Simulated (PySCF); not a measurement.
## What settings do to a single point of La(NH2)3

The sound run of La(NH2)3 (singlet) uses PySCF 2.14.0, RKS BP86, La lcecp-1-SVP with ECP46, N def2-SVP, H def2-SVP; non-relativistic Hamiltonian with scalar-relativistic core potentials where named; density fitting; no spin-orbit coupling, grid (50, 194), threshold 1e-8 Eh and 55 cycles, at the relaxed geometry:

```xyz
10

La   -0.0015    0.0000    0.0000
N     2.3095   -0.0017   -0.0005
H     2.9406    0.8110    0.0869
H     2.9394   -0.8153   -0.0883
N    -1.1540    1.9903    0.2200
H    -0.7575    2.9383    0.3249
H    -2.1772    2.1313    0.2315
N    -1.1570   -1.9887   -0.2194
H    -2.1804   -2.1282   -0.2306
H    -0.7619   -2.9372   -0.3246
```

There La1 has a Mulliken charge of 0.81 e and the dipole about the centre of mass is 0.00 D. Each run below changes one thing and starts from free metal ions and neutral atoms unless it says otherwise; with 55 cycles, smearing, a level shift and second-order steps follow where DIIS fails, and their cycles count. Energy shifts count from the sound run. On f atoms grids over 110 angular points are at least (60, 302).

```json
{"change": "grid (30, 86)", "outcome": "converged", "cycles": "9", "energy shift (eV)": "-0.0247", "largest force component (eV/Å)": "0.18", "charge on La1 (e)": "0.81", "dipole about the centre of mass (D)": "0.00"}
{"change": "all coordinates × 0.94", "outcome": "converged", "cycles": "9", "energy shift (eV)": "1.02", "largest force component (eV/Å)": "3.10", "charge on La1 (e)": "0.70", "dipole about the centre of mass (D)": "0.00"}
{"change": "cycle limit 8", "outcome": "not converged", "cycles": "8", "energy shift (eV)": "–", "largest force component (eV/Å)": "–", "charge on La1 (e)": "–", "dipole about the centre of mass (D)": "–"}
{"change": "spin (2S) set to 1, limit 82 cycles", "outcome": "refused", "cycles": "–", "energy shift (eV)": "–", "largest force component (eV/Å)": "–", "charge on La1 (e)": "–", "dipole about the centre of mass (D)": "–"}
{"change": "start from a density of up to 30 smeared cycles (not counted)", "outcome": "converged", "cycles": "7", "energy shift (eV)": "0.0000", "largest force component (eV/Å)": "0.01", "charge on La1 (e)": "0.81", "dipole about the centre of mass (D)": "0.00"}
```

(1) How does the run with this change end: threshold 1e-05?

Forces carry noise of the integration grid, about 0.01 to 0.03 eV/Å.

No frequency check is given that shows the relaxed geometry to be a minimum, and it was reached by following one of several unstable modes of a saddle point.

Results:

(1) outcome converged, cycles 7, energy shift (eV) 0.0000, largest force component (eV/Å) 0.02, charge on La1 (e) 0.81, dipole about the centre of mass (D) 0.01.
